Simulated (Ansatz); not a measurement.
Which isomer of CH3BI gives these data?

These gas-phase data were calculated for one isomer of CH3BI at PBE0-D3(BJ)/def2-SVP (harmonic, unscaled wavenumbers; equilibrium rotational constants with average atomic masses):

```
rotational constants            : 45.21, 3.275, 3.054 GHz
all wavenumbers above 1500 cm⁻¹ : 3216, 2682, 2581
```

Candidates:

(1) `[CH2]BI`, a doublet
(2) `C[B]I`, a doublet
(3) `B[CH]I`, a doublet

**Question.** Which structure fits?

**Answer.** Candidate (3). The band at 2682 cm⁻¹ lies where the B–H stretch is expected; (2) has no mode between 2350 and 2900 cm⁻¹. 2 modes lie between 2350 and 2900 cm⁻¹, one for each B–H bond, while (1) has 1.

The same quantities for all candidates:

```tsv
	rotational constants (GHz)	wavenumbers above 1500 cm⁻¹	E above the lowest, PBE0-D3(BJ)/def2-SVP (kcal/mol)
(1)	42.78, 3.096, 2.887	3256, 3151, 2673	0.0
(2)	59.87, 2.808, 2.727	3157, 3120, 3030	6.4
(3)	45.21, 3.275, 3.054	3216, 2682, 2581	26.6
```

Each candidate is one conformer. Open shells are spin-unrestricted. Atoms past krypton carry core potentials. Programs: Ansatz 0.2.0.
